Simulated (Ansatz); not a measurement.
Species: C₂H₂OSi, SMILES `C#C[SiH]=O` (charge 0, multiplicity 1).

### Question
Give a relaxed geometry from PBE0-D3(BJ)/def2-TZVP in Ansatz (a first-principles code).

### Answer
the end point of this relaxation (outside a Z-matrix the atoms follow the SMILES, hydrogens last).
Cartesian coordinates (Å) in one orientation:
```xyz
6

C      1.743    -0.217     0.012
C      0.549    -0.051    -0.024
Si    -1.238     0.176    -0.045
O     -2.009     0.914    -1.120
H      2.801    -0.358     0.036
H     -1.845    -0.464     1.141
```
